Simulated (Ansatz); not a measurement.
Ansatz results at the PBE0-D4/def2-TZVP geometry: LUMO energy (PBE0/def2-TZVPP) -0.58 eV; size of the dipole moment (B3LYP/def2-TZVPP) 0.79 D; HOMO–LUMO gap (ωB97M-V/def2-TZVPP) 10.89 eV.

Each molecule was computed in one conformer, which needn't be the lowest.

(1) Which molecule gave them?
A. `C=C1[SiH2]S1`
B. `O[CH]1[S][GeH2]1`
C. `OC(S)S[SiH3]`
D. `[OH][GaH][SeH]`

Answers

(1) C. The others give `C=C1[SiH2]S1`: -0.69, 1.51, 9.75; `O[CH]1[S][GeH2]1`: -0.55, 3.15, 10.18; `[OH][GaH][SeH]`: -0.94, 0.86, 10.31.

B3LYP here is the variant with VWN-RPA as its local correlation; programs differ in this.
